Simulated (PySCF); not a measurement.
These are PySCF with B3LYP-D3(BJ)/def2-TZVP values and carry that method's errors. Isolated molecules, 0 K electronic values unless said otherwise. One relaxed conformer stands for a flexible species; it need not be the lowest. B3LYP has the VWN-RPA correlation part, as in Gaussian. Delta-SCF ions had no search for a lower state. 

Reference species (SMILES): `[CH3][In]([CH3])[CH3]` (neutral, multiplicity 1).

```yaml
vertical ionisation energy (Delta-SCF): 8.83 eV
HOMO: -6.75 eV
S1 oscillator strength: 0.000
```

Changed species: `[CH3][In]([OH])[OH]` (O–In–O–H torsion 180°, O–In–O–H torsion -180°) (2 of 3 CH3 replaced by OH; the reference has 0 of 3 CH3 replaced by OH).

Question: Give the shifts of the vertical ionisation energy (Delta-SCF), HOMO and S1 oscillator strength.

Answer: the vertical ionisation energy (Delta-SCF) rises by 1.08 eV, to 9.91 eV; the HOMO falls by 0.98 eV, to -7.73 eV; the S1 oscillator strength is nearly the same.
